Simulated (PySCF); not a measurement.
## Two-component Hartree-Fock for Sm (samarium, neutral)

Start: [Xe] 4f6 6s2; 4f5/2 filled at m_j = -5/2, -3/2, -1/2, +1/2, +3/2, +5/2. Calculated with PySCF 2.14 in x2c-QZVPPall-2c: generalised Hartree-Fock with the X2C-1e Hamiltonian and a Gaussian nucleus; one run each with spin-orbit coupling (SO) switched off, then screened by Boettger's factors.

```tsv
spinor shell	electrons	ε, spin-free (eV)	ε, screened SO (eV)	weight of nominal j (screened SO)	rms radius, screened SO (bohr)
1s1/2	2	-47065.9	-47058.1	1.000	0.0259
2s1/2	2	-7807.6	-7805.2	1.000	0.105
2p1/2	2	-6958.7	-7382.6	1.000	0.0900
2p3/2	4	-6958.7	-6775.4	1.000	0.0961
3s1/2	2	-1759.0	-1758.2	1.000	0.271
3p1/2	2	-1487.9	-1575.7	1.000	0.263
3p3/2	4	-1487.9	-1449.4	1.000	0.276
3d3/2	4	-1120.2	-1136.5	0.995	0.248
3d5/2	6	-1120.2	-1108.6	0.997	0.251
4s1/2	2	-370.87	-370.63	1.000	0.616
4p1/2	2	-279.13	-299.97	0.971	0.636
4p3/2	4	-279.13	-269.83	0.985	0.663
4d3/2	4	-147.30	-153.27	0.705	0.723
4d5/2	6	-147.30	-143.11	0.803	0.728
5s1/2	2	-53.356	-53.317	1.000	1.53
5p1/2	2	-28.943	-32.249	0.905	1.72
5p3/2	4	-28.943	-27.467	0.952	1.84
4f5/2	6	-13.624	-13.580	0.557	1.06
6s1/2	2	-4.847	-4.848	1.000	4.96
```

```tsv
quantity	spin-free	screened SO
E (hartree)	-10420.18556	-10426.16104
M_J	0	0
⟨J²⟩	6.020	5.519
⟨L²⟩	12.011	11.924
⟨S²⟩	12.009	11.914
```

The determinant has a definite M_J but mixes levels of different J.

Each row is a mean over spinors that exchange with the open shell spreads, by up to 15.736 eV (4d5/2).

Rows whose weight is well below 1 are mixtures of j = l ± 1/2: exchange outweighs spin-orbit coupling there, and the label is only the starting occupation.

Breit and QED terms are absent; they matter most for the inner s and p1/2 levels.

Densities and radii are taken from the X2C orbitals without a picture-change correction, which distorts them close to the nucleus.

Without spin-orbit coupling the j labels of p, d and f shells carry no meaning; the spin-free column gives the mean over the occupied spinors of each nl shell.
